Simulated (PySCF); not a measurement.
Computed properties of Mg(Br)(SMe) (CH3BrMgS), SMILES C[S][Mg][Br]

Mg(Br)(SMe) (CH3BrMgS), SMILES C[S][Mg][Br]. Geometry optimised at PBE0-D3(BJ)/def2-SVP. The structure was generated by enumeration; whether it is a known compound was not checked. One conformer was computed; it need not be the lowest. All values are computed for the isolated molecule unless a solvent is named; none is compared with measurement here.

**Structure.** The optimised structure has Cs symmetry. All 15 harmonic modes at PBE0-D3(BJ)/def2-SVP (PySCF) are real, so it is a minimum. With heavy atoms numbered as in [Mg:1]([Br:2])[S:3][CH3:4], the shortest bond between them is S3–C4 at 1.833 Å and the longest Mg1–Br2 at 2.350 Å.

**Vibrations.** The strongest infrared lines (harmonic, unscaled, degenerate partners summed) lie at 540 cm⁻¹ (100 km/mol, Mg 78 %, S 16 %), 114 cm⁻¹ (33 km/mol, Mg 71 %, S 15 %, H 9 %), 3066 cm⁻¹ (26 km/mol, H 98 %). The softest mode is at 65 cm⁻¹ and the zero-point energy is 25.0 kcal/mol.

**Electronic structure.** CAM-B3LYP/def2-TZVP (PySCF) places the frontier levels at -8.10 and -0.83 eV, a gap of 7.27 eV, and gives a dipole moment of 1.72 D and a mean polarisability of 76.4 bohr³. PBE/def2-TZVP (PySCF) at the same geometry gives -5.63 and -2.29 eV, so its gap is 3.93 eV narrower. An orbital gap is neither the optical nor the fundamental gap.

**Excitations.** TDA-B3LYP/def2-SVPD (PySCF) has S1 at 3.75 eV (330 nm, f = 0.019, weak); the most intense of the 10 singlets computed lies at 5.65 eV (f = 0.23). T1 (TDA) is at 3.50 eV, 0.25 eV under S1. TDA-PBE/def2-SVPD (PySCF) puts S1 at 3.45 eV. No vertical singlet excitation falls in the visible range (under 3.1 eV).

**NMR.** GIAO shifts at PBE0/pcSseg-1 (PySCF) (non-relativistic, atoms alike by connectivity averaged): ¹³C at 11.8 ppm against TMS; ¹H at 2.4 ppm against TMS. Without spin–orbit terms, shifts of atoms bonded to Cl or Br come out too high.
